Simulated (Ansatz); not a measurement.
Relaxation of BFH$_{5}$NSSi (10 atoms, charge 0, multiplicity 1), to a largest force component of 0.02 eV/Å in at most 50 steps.

These are results of Ansatz, RKS CAM-B3LYP-D4/def2-SVP, not measurements.

```xyz
10
Properties=species:S:1:pos:R:3
N -1.359 -0.590 -1.049
B -0.846 -0.735 0.338
Si 0.875 -0.024 0.788
F 2.150 -0.707 -0.202
S 0.918 2.098 0.527
H -0.717 -0.935 -1.732
H -1.423 0.485 -1.240
H -1.429 -1.303 1.144
H -1.566 0.118 0.688
H 0.701 1.994 -0.818
```

Problem. Where does it end, and by what steps?

Solution. The forces met the threshold. After 15 steps the energy has fallen by 3.947 eV; H10 moved furthest, 1.01 Å. Joined: N1–Si3 (2.95 → 1.87 Å).

```tsv
step	energy less start (eV)	largest force component (eV/Å)	accepted
0	0.0000	3.564	yes
1	-1.7402	3.046	yes
2	-2.5925	1.619	yes
3	-3.0122	1.288	yes
4	-3.3851	0.838	yes
5	-3.6886	1.281	yes
6	-3.8116	1.294	yes
7	-3.8765	0.941	yes
8	-3.8420	0.751	no
9	-3.9316	0.329	yes
10	-3.9403	0.181	yes
11	-3.9440	0.104	yes
12	-3.9456	0.049	yes
13	-3.9462	0.041	yes
14	-3.9460	0.106	no
15	-3.9466	0.018	yes
```

```xyz
10
Properties=species:S:1:pos:R:3
N -0.883 -0.300 -0.866
B -1.201 -0.707 0.696
Si 0.491 0.174 0.316
F 1.796 -0.582 -0.292
S 0.883 2.263 0.197
H -0.743 -1.083 -1.504
H -1.480 0.407 -1.290
H -1.187 -1.899 0.877
H -2.069 -0.028 1.186
H 1.698 2.156 -0.875
```

The run took 33 s on 2 threads of Intel(R) Xeon(R) 6975P-C (Granite Rapids), on a shared host, peak memory 0.28 GiB.
